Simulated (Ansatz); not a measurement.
`CC(F)OC(F)F` → 3 C• + 3 F• + 5 H• + O•  (atomization)

Calculated with Ansatz (gas phase, PBE0-D4/def2-TZVP geometries, no zero-point term in ΔE). CCSD(T)/CBS adds triple-zeta CCSD(T) − MP2 to the extrapolated MP2 energy (def2 sets, frozen cores). This one scheme is used for every species, atoms too. DFT in def2-TZVPP. No spin–orbit coupling; open shells (•) take unrestricted orbitals. Spin–orbit coupling would lower the free atoms: a little for C, F, O. Each species was taken in one conformer, which may not be the lowest.

`CC(F)OC(F)F`:

Z-matrix (Å, degrees):
```
C
C 1 1.498
H 1 1.090 2 110.0
H 1 1.090 2 109.7 3 120.1
H 1 1.091 2 109.5 3 -120.0
F 2 1.371 1 109.6 3 -177.6
O 2 1.406 1 108.6 3 64.4
H 2 1.094 1 113.1 3 -58.2
C 7 1.355 2 117.0 1 -148.2
F 9 1.357 7 111.0 2 64.9
F 9 1.348 7 112.2 2 -53.5
H 9 1.091 7 108.6 2 -175.0
```

CCSD(T)/CBS gives +4803.7 kJ/mol.

Task: Another level gave +4823.5 kJ/mol. Which?
A. MP2/def2-TZVPP
B. B2PLYP/def2-TZVPP
C. PBE0/def2-TZVPP
D. CCSD(T)/def2-TZVPP

Result: A. MP2/def2-TZVPP 4823.5, CCSD(T)/def2-TZVPP 4680.2, B2PLYP 4751.5, PBE0 4811.5 kJ/mol.

Largest T1 diagnostic among the species: 0.012.

The D4 term adds +31.5 kJ/mol with B3LYP and +16.6 kJ/mol with PBE0; it sums over pairs of atoms, weighted by their polarisabilities, and B3LYP, whose exchange is more repulsive, gets the larger term. From PBE to PBE0 (25 % exact exchange), in def2-TZVPP and without D4, ΔE moves by −139.8 kJ/mol: exact exchange takes away binding that semilocal exchange gives to molecules.

B3LYP here is the variant with VWN-RPA as its local correlation; programs differ in this.

For atomizations the MP2-based limit and the directly extrapolated one differ by several kJ/mol either way, and by 10 to 25 for some Ge, Se and Sn compounds, so smaller differences from it don't rank the levels.
